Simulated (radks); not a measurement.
The numbers below are computed, except where a source is named.
Neutral platinum inside a hard spherical wall (all orbitals vanish at R), configuration held at [Xe] 4f14 5d9 6s1 and not refilled when levels cross. Level of theory: scalar-relativistic Kohn-Sham, r2SCAN, spin-polarised, spherical densities, finite nucleus; open shells are filled with parallel spins first (spin-orbit coupling, left out, can overturn this in heavy ions); meta-GGA in the generalised Kohn-Sham scheme; Fermi nuclear charge, rms radius 5.427 fm (a radial shooting solver on a logarithmic mesh with Libxc functionals). Eigenvalues in eV for spin up, with the zero of energy where the potential of the charges vanishes at infinity; a dash marks a level that is unbound or too diffuse for the functional's potential to be trusted. A positive occupied level is held by the wall or, in an anion where self-interaction has pushed it up, behind a barrier. The pressure on the wall is -dE/dV.

\begin{tabular}{lrrrrrrrrr}
R (bohr) & E (hartree) & kinetic (hartree) & e(4f) & e(5p) & e(5d) & e(6s) & e(6p, empty) & e(7s, empty) & pressure (GPa) \\ \hline
free & -18411.7777 & 20525.223 & -70.798 & -57.771 & -6.747 & -6.406 & - & - & 0 \\
15 & -18411.7777 & 20525.223 & -70.798 & -57.771 & -6.747 & -6.406 & -0.739 & 0.761 & < 0.0001 \\
12 & -18411.7777 & 20525.224 & -70.797 & -57.771 & -6.746 & -6.405 & -0.710 & 1.400 & 0.000104 \\
8 & -18411.7766 & 20525.235 & -70.726 & -57.700 & -6.683 & -6.346 & -0.321 & 4.834 & 0.0571 \\
7 & -18411.7733 & 20525.264 & -70.578 & -57.554 & -6.554 & -6.214 & 0.126 & 7.439 & 0.295 \\
4 & -18411.4510 & 20526.960 & -65.192 & -52.641 & -2.099 & -0.059 & 10.830 & 45.502 & 74.4 \\
3.5 & -18411.0486 & 20528.764 & -61.057 & -49.099 & 1.387 & 5.632 & 19.206 & 69.177 & 230 \\
3 & -18410.0486 & 20532.957 & -53.582 & -42.968 & 7.985 & 17.578 & 35.772 & 111.35 & 810 \\
2 & -18397.9630 & 20579.654 & -8.695 & -5.565 & 54.731 & 118.41 & 159.44 & 374.54 & 19600 \\
1.5 & -18358.2631 & 20718.041 & 66.092 & 74.752 & 156.03 & 347.77 & 415.08 & 856.45 & 167000 \\
\end{tabular}
